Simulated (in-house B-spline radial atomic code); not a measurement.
Sr⁺. Computed with a B-spline radial atomic code. Model: all-electron spherical atom, spin shells full or empty, radial basis limit, no spin-orbit coupling, Breit or QED, empty-state partial waves extrapolated as (l+1/2)^-4, RPA, G0W0 and static COHSEX of the highest shell as one setting changes (uncorrelated shells keep exact exchange).

In a row where one electron alone is correlated, RPA and GW hold only self-correlation.

Given: element Sr; charge 1; filled core Kr; hamiltonian one-electron scalar X2C; mean-field start HSE06; highest l of empty states 9; nuclear rms radius 4.224 fm; highest mean-field shell 5s up.

Shell: 5s 1 0 (electrons up and down).

```tsv
lowest nl shells left uncorrelated	RPA correlation energy (hartree)	G0W0 level (eV)	G0W0 minus most complete (meV)	COHSEX level (eV)
0	-2.6744	-11.476	0	-12.753
1	?	?	?	?
2	-2.3342	-11.477	-1	-12.755
3	-1.8214	-11.476	0.6	-12.751
4	-1.6467	-11.486	-9.2	-12.772
5	-1.1447	-11.479	-2.8	-12.762
6	?	?	?	?
7	-0.29226	-11.43	46.5	-12.681
8	-0.018003	-11.003	473.8	-12.098
```

(1) What follows for lowest nl shells left uncorrelated = 6?

(2) What follows for lowest nl shells left uncorrelated = 1?

## Answers

(1) RPA correlation energy -0.41037 hartree; G0W0 level -11.435 eV; G0W0 minus most complete 41.5 meV; COHSEX level -12.689 eV.

(2) RPA correlation energy -2.5165 hartree; G0W0 level -11.476 eV; G0W0 minus most complete 0.1 meV; COHSEX level -12.753 eV.
